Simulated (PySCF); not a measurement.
BiI₂, SMILES [I][Bi][I], multiplicity 2. Atoms are numbered in the order given.

```xyz
3

Bi     0.0000     0.0000    -0.9993
I      0.0000    -2.1659     0.7825
I      0.0000     2.1659     0.7825
```
Charge 0, spin multiplicity 2.

Geometry optimised at PBE0-D3(BJ)/def2-SVP. The multiplicity is an assumed one; other spin states were not compared. The isomer is the one that the SMILES or the coordinates give; other isomers of the formula were not compared. The def2 effective core potentials stand for the cores of Bi, I; spin–orbit coupling is left out.

Computed with CAM-B3LYP/def2-TZVPD run with PySCF.

Mulliken values depend strongly on the basis, most of all with diffuse functions as here. ESP charges are fitted to the potential on shells at 1.4 to 2.0 van der Waals radii. Atomic charges (e):

```json
[
 {"atom": "Bi1", "Mulliken": "0.44", "ESP fit": "0.34", "Mulliken spin": "0.94"},
 {"atom": "I2", "Mulliken": "-0.22", "ESP fit": "-0.17", "Mulliken spin": "0.03"},
 {"atom": "I3", "Mulliken": "-0.22", "ESP fit": "-0.17", "Mulliken spin": "0.03"}
]
```
